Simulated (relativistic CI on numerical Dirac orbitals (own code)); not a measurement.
**Rh2+: resonant inelastic scattering at the M2,3 edge**

Computed with this model: Dirac-Coulomb-Breit CI, separate exchange-only KLI orbitals for each configuration, QED by a radiative potential, valence Slater integrals scaled by 0.9, Kramers-Heisenberg scattering through one core-hole configuration in a parametric crystal field; configurations [Kr] 4d7 → [Ne] 3s2 3p5 3d10 4s2 4p6 4d8; 300 K; core-hole width 2 eV; summed over polarisations. Incident energies are the highest absorption maxima for each field (at most a few, so the weaker spin-orbit partner edge can be absent), on the computed scale of the free ion. Intensities are in per cent of the strongest line above 0.02 eV; levels within 1 cm⁻¹ are merged; final levels count from the ground level, the first row holds all elastic scattering, lines under 0.4 are left out and each table stops after 24 rows. The scale of the Slater integrals is a model choice and moves the terms in proportion.

Field parameters in Wybourne normalisation: D3d B²₀ = −7Dσ, B⁴₀ = −14Dq − 21Dτ, B⁴₃ = −14√(10/7) Dq; Oh B⁴₀ = 21Dq, B⁴₄ = √(5/14) B⁴₀. The field is a parameter set, without covalency.

S is read from ⟨S²⟩ = S(S + 1).

D3d, 10Dq = 19150, Dσ = -100, Dτ = -60 cm⁻¹:

```
Final level (eV)  Degeneracy  Irrep     S  499.4 eV  500.2 eV  525.9 eV
           0.000           2  Γ5+Γ6  0.68     488.4     476.4      30.9
           0.005           2     Γ4  0.66      90.4      64.8       7.7
           0.309           2     Γ4  1.50      18.3      10.0       0.3
           0.391           2  Γ5+Γ6  1.47      37.3      21.7       1.6
           0.437           2     Γ4  1.49      37.4      21.3       1.0
           0.587           2     Γ4  1.49      16.4       8.9       1.6
           0.639           2  Γ5+Γ6  1.42      15.6       8.7       5.4
           0.654           2     Γ4  1.43      16.2       9.1       5.0
           2.047           2     Γ4  0.60      73.5      94.0       2.1
           2.066           2  Γ5+Γ6  0.63      67.6     100.0       2.2
           2.183           2     Γ4  0.60      58.0      52.3      11.3
           2.211           2  Γ5+Γ6  0.61      65.9      62.2      11.2
           2.235           2     Γ4  0.60      51.2      41.5      13.7
           2.258           2     Γ4  0.62      21.5      32.0      17.4
           2.609           2     Γ4  1.46       1.8       3.2       1.2
           2.613           2  Γ5+Γ6  1.46       0.9       2.2       0.8
           2.637           2     Γ4  1.44       2.7       4.8       1.9
           2.707           2  Γ5+Γ6  1.11      19.4      23.6       4.1
           2.724           2     Γ4  1.11      18.4      23.4       4.8
           2.755           2     Γ4  1.42       1.2       1.7       1.1
           2.789           2  Γ5+Γ6  0.97      20.1      22.2       6.0
           2.809           2     Γ4  1.00      16.3      19.6       5.6
           2.890           2     Γ4  0.55      26.1      29.6      16.3
           3.814           2     Γ4  1.27      10.0      15.3       1.3
```

Oh, 10Dq = 23650 cm⁻¹:

| Final level (eV) | Degeneracy | Irrep | S | 500.6 eV | 524.7 eV | 526.1 eV |
| --- | --- | --- | --- | --- | --- | --- |
| 0.000 | 4 | Γ8 | 0.55 | 255.3 | 22.4 | 26.8 |
| 0.860 | 2 | Γ6 | 1.50 | 2.8 | 1.0 | 0.2 |
| 0.954 | 4 | Γ8 | 1.49 | 17.4 | 7.8 | 1.9 |
| 1.124 | 2 | Γ7 | 1.50 | 4.3 | 3.4 | 0.9 |
| 1.146 | 4 | Γ8 | 1.48 | 11.6 | 20.2 | 6.5 |
| 2.617 | 4 | Γ8 | 0.53 | 100.0 | 6.9 | 3.0 |
| 2.759 | 2 | Γ6 | 0.52 | 14.1 | 12.2 | 9.4 |
| 2.761 | 4 | Γ8 | 0.54 | 65.3 | 7.7 | 12.2 |
| 2.809 | 2 | Γ7 | 0.53 | 19.4 | 2.8 | 9.9 |
| 3.320 | 4 | Γ8 | 0.54 | 47.7 | 6.2 | 12.4 |
| 3.439 | 2 | Γ6 | 0.53 | 17.1 | 4.2 | 9.3 |
| 3.723 | 4 | Γ8 | 1.49 | 0.6 | 0.1 | 0.2 |
| 3.733 | 2 | Γ6 | 1.48 | 0.5 | 0.1 | 0.1 |
| 3.820 | 4 | Γ8 | 1.46 | 0.5 | 0.1 | 0.1 |
| 4.679 | 2 | Γ7 | 0.71 | 14.8 | 0.8 | 2.1 |
| 4.789 | 4 | Γ8 | 0.70 | 8.6 | 2.3 | 6.3 |
| 5.026 | 4 | Γ8 | 1.41 | 0.9 | 0.6 | 0.6 |
| 5.049 | 2 | Γ7 | 1.38 | 0.8 | 0.2 | 0.2 |
| 5.115 | 4 | Γ8 | 1.45 | 0.3 | 0.4 | 0.3 |
| 5.719 | 4 | Γ8 | 0.53 | 0.6 | 0.1 | 0.1 |
| 5.939 | 4 | Γ8 | 0.52 | 1.5 | 0.2 | 0.5 |
| 6.066 | 2 | Γ7 | 0.50 | 6.2 | 0.7 | 1.8 |
| 6.097 | 4 | Γ8 | 0.60 | 2.9 | 0.8 | 2.6 |
| 6.607 | 2 | Γ6 | 0.50 | 1.0 | 0.3 | 0.5 |

D3d, 10Dq = 12650, Dσ = 280, Dτ = 210 cm⁻¹:

```csv
Final level (eV),Degeneracy,Irrep,S,499.2 eV,500.4 eV,526 eV
0.000,2,Γ4,1.49,664.7,756.5,39.6
0.034,2,Γ4,1.43,60.2,46.7,2.0
0.093,2,Γ5+Γ6,1.42,54.9,32.8,2.2
0.175,2,Γ4,1.40,64.8,41.1,5.8
0.303,2,Γ5+Γ6,1.27,96.4,44.9,2.1
0.404,2,Γ4,1.38,39.6,22.7,3.7
0.613,2,Γ4,0.94,26.0,16.4,3.5
0.637,2,Γ5+Γ6,0.98,24.1,15.5,5.1
1.568,2,Γ4,1.27,13.5,33.4,3.4
1.582,2,Γ5+Γ6,1.25,24.4,57.0,2.9
1.631,2,Γ4,1.43,48.4,100.0,18.9
1.670,2,Γ4,1.44,18.0,43.0,9.7
1.714,2,Γ5+Γ6,1.27,22.0,42.0,3.5
1.791,2,Γ4,1.35,9.3,17.5,7.0
1.880,2,Γ5+Γ6,0.89,11.7,13.9,14.0
1.906,2,Γ4,0.68,16.7,8.0,11.6
2.024,2,Γ4,0.78,9.1,18.6,14.3
2.093,2,Γ4,0.71,6.1,9.4,4.6
2.103,2,Γ5+Γ6,0.86,7.1,22.3,9.9
2.132,2,Γ4,0.70,8.6,15.0,5.4
2.438,2,Γ4,0.65,10.6,11.4,1.9
2.491,2,Γ5+Γ6,0.66,5.3,16.4,1.1
2.600,2,Γ4,0.58,7.4,9.5,3.1
2.960,2,Γ4,1.45,15.2,28.4,13.2
```

For the first field the strongest loss at the lowest incident energy is the level at 2.05 eV (S = 0.60, against 0.67 in the thermal ground state). Levels of other spin, the first over 8 % at 0.31 eV, appear because spin-orbit coupling of the core hole, and in heavier ions of the valence shell too, mixes spins.
